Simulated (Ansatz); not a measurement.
## Pulling the pair apart

The pair of NH₃ (SMILES N, atoms 1–4) and AsH₃ (SMILES [AsH3], atoms 5–8), both closed shells, in one local arrangement (a lower one may exist), relaxed at PBE0-D4/def2-TZVP:

```
8
angstrom
N 0.0678 0.1069 -1.5736
H 0.7709 -0.5127 -1.9571
H -0.8053 -0.1045 -2.0412
H 0.3276 1.0502 -1.8341
As 0.3330 0.2858 1.6412
H -1.1527 0.3737 1.3409
H 0.3854 -1.1933 1.3026
H 0.0732 -0.0061 3.1214
```

AsH₃ is shifted rigidly along the line between the mean atom positions of the two fragments (negative: closer). Counterpoise interaction energies in kJ/mol. Ansatz 0.2.0; basis: def2-TZVPPD; cores frozen in the correlated methods. Filled d shells of the heavier atoms are correlated. The def2 sets are not built for correlating such inner shells, so the correlated values are less sure here.

```json
{"shift (Å)": "-0.32", "MP2": "-0.2", "PBE0-D4": "-4.0", "r2SCAN-D4": "-2.2"}
{"shift (Å)": "-0.16", "MP2": "-4.2", "PBE0-D4": "-7.2", "r2SCAN-D4": "-5.6"}
{"shift (Å)": "0.00", "MP2": "-6.0", "PBE0-D4": "-8.3", "r2SCAN-D4": "-7.0"}
{"shift (Å)": "0.16", "MP2": "-6.5", "PBE0-D4": "-8.4", "r2SCAN-D4": "-7.2"}
{"shift (Å)": "0.39", "MP2": "-6.1", "PBE0-D4": "-7.5", "r2SCAN-D4": "-6.5"}
{"shift (Å)": "0.81", "MP2": "-4.3", "PBE0-D4": "-5.2", "r2SCAN-D4": "-4.4"}
{"shift (Å)": "1.62", "MP2": "-1.8", "PBE0-D4": "-2.1", "r2SCAN-D4": "-1.7"}
{"shift (Å)": "3.23", "MP2": "-0.3", "PBE0-D4": "-0.3", "r2SCAN-D4": "-0.3"}
```

(1) What does CCSD(T) give at these shifts? (To be estimated.)

The T1 diagnostic stays at or below 0.011.

Results:

(1) Computed: 0.7, -3.6, -5.6, -6.3, -6.0, -4.3, -1.8, -0.3 kJ/mol. For zero shift, CCSD(T) at an estimated basis limit (MP2 extrapolated from triple and quadruple zeta, plus CCSD(T) − MP2 in triple zeta) gives -6.9 kJ/mol. These are counterpoise interaction energies, counted from the two frozen fragments.

For scale, one of the runs: CCSD(T)/def2-TZVPPD, 193 basis functions, launched by `ansatz run in.yaml --threads 4 --pin off --events-out ev --progress --plain --max-ram 9574MiB`. Time: 50 s of wall clock on 4 CPU threads of an Arm Neoverse V1; the host was shared. Peak host memory: 2.1 GiB.
